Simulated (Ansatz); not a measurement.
Z-matrix (Å, degrees):
```
W
C 1 3.060
N 1 1.749 2 90.1
C 1 3.088 2 95.7 3 10.3
O 1 1.900 2 119.3 3 -111.8
O 1 1.713 2 117.4 3 111.3
O 1 1.874 2 18.0 3 -179.3
H 2 1.094 1 114.9 3 -97.9
H 2 1.094 1 87.4 3 12.1
H 2 1.093 1 124.6 3 123.5
H 4 1.096 1 97.2 2 119.3
H 4 1.095 1 117.3 2 -125.6
H 4 1.095 1 117.0 2 4.3
H 5 0.958 1 123.7 2 94.6
```

Charge 0, multiplicity 1. W: def2 effective core potential.

(1) List the CAM-B3LYP/def2-TZVPP orbital energies in eV (the Gaussian-basis code of Ansatz). (An estimate is asked.)

Results:

(1) Computed: Occupied: -523.08, -522.95, -522.05, -391.58, -280.43, -279.79, -85.06, -48.35, -48.20, -48.09, -29.85, -29.23, -26.45, -25.39, -20.96, -19.56, -16.21, -15.42, -14.78, -14.72, -14.18, -14.02, -13.92, -12.72, -12.39, -11.93, -11.39, -10.56, -10.37, -9.89, -9.41, -8.78. Lowest empty: 0.42, 0.50, 0.75, 1.58, 1.70, 1.97, 2.31, 2.64.
